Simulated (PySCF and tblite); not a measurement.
The numbers below are computed, except where a source is named.
C6H6O3, numbered as in [CH3:1][O:2][C:3](=[O:4])[c:5]1[cH:6][cH:7][o:8][cH:9]1.

The ensemble was built from 90 distance-geometry starts (ETKDG and KDG, MMFF94s, GFN2-xTB) and rests on PBE0-D3(BJ)/def2-SVP geometries. Free energies are CAM-B3LYP-D3(BJ)/def2-SVPD (IEF-PCM, chloroform) single points with GFN2-xTB rigid-rotor and vibrational terms (modes under about 100 cm⁻¹ blended into free rotors). Symmetry numbers and mirror images are counted. Conformers within 3 kcal/mol (GFN2-xTB free energy) were kept, 8 at most. GIAO shieldings: wB97X-D/pcSseg-1 (IEF-PCM, chloroform). Shifts are against TMS (¹H), TMS (¹³C) at the same level. Run with PySCF (density fitting) and tblite.

Torsions listed: C1–O2–C3–O4, O2–C3–C5–C6.

| conformer | shape | symmetry | E(GFN2) kcal/mol | E(DFT) kcal/mol |
| --- | --- | --- | --- | --- |
| 1 | 0°, 180° | Cs | 0.16 | 0.00 |
| 2 | 0°, 0° | Cs | 0.00 | 0.14 |

**Question.** How much do the weights at 298.15 K and the averaged shift of H9 depend on how the conformers are weighted?

**Answer.** 
| weighting | 1 (%) | 2 (%) | δ (ppm) | rms dipole (D) |
| --- | --- | --- | --- | --- |
| DFT energy with thermal terms, symmetry and mirror images (full scheme) | 58 | 42 | 8.17 | 2.31 |
| DFT energy with symmetry and mirror images | 56 | 44 | 8.17 | 2.32 |
| bare DFT energy | 56 | 44 | 8.17 | 2.32 |
| GFN2-xTB energy with symmetry and mirror images | 43 | 57 | 8.20 | 2.40 |
| GFN2-xTB free energy | 45 | 55 | 8.20 | 2.39 |
| leading conformer alone | 100 | 0 | 8.07 | 2.03 |
| equal weights | 50 | 50 | 8.19 | 2.36 |
| full scheme, search stopped after three starts | 100 | 0 | 8.07 | 2.03 |

The largest departure from the full scheme, 0.10 ppm, comes with: leading conformer alone.
